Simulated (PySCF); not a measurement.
PySCF 2.14 output of a UHF calculation on a single atom or ion in dyall-av2z (11s7p2d, 42 functions), with no relativity, point nucleus:

```
SCF conv_tol = 1e-09
number electrons alpha = 3  beta = 2
cycle= 1 E= -24.1938163133905  delta_E= -0.000136  |g|= 0.00298  |ddm|= 0.0105
cycle= 2 E= -24.1938264423461  delta_E= -1.01e-05  |g|= 0.000872  |ddm|= 0.00282
cycle= 3 E= -24.1938274520745  delta_E= -1.01e-06  |g|= 9.12e-05  |ddm|= 0.00116
cycle= 4 E= -24.1938274617055  delta_E= -9.63e-09  |g|= 5.34e-06  |ddm|= 0.000128
cycle= 5 E= -24.1938274617461  delta_E= -4.07e-11  |g|= 4.92e-07  |ddm|= 1.15e-05
converged SCF energy = -24.1938274617461  <S^2> = 0.75048589  2S+1 = 2.0004858
```

The run itself started from symmetry-adapted Hartree-Fock orbitals and held the occupation by maximum overlap, so the iterations belong to that start.

Problem. Which element, charge and spin multiplicity is this?

Solution. B (boron, neutral), multiplicity 2; the state was [He] 2s2 3d1, 2D determinant (an excited configuration).

The outer electron is Rydberg-like, and this basis confines it to a smaller radius and binds it less than a complete one would. At UHF the highest occupied level has a positive energy, so only the finite basis holds that electron; for this excited configuration the basis is too tight for the outer shell.
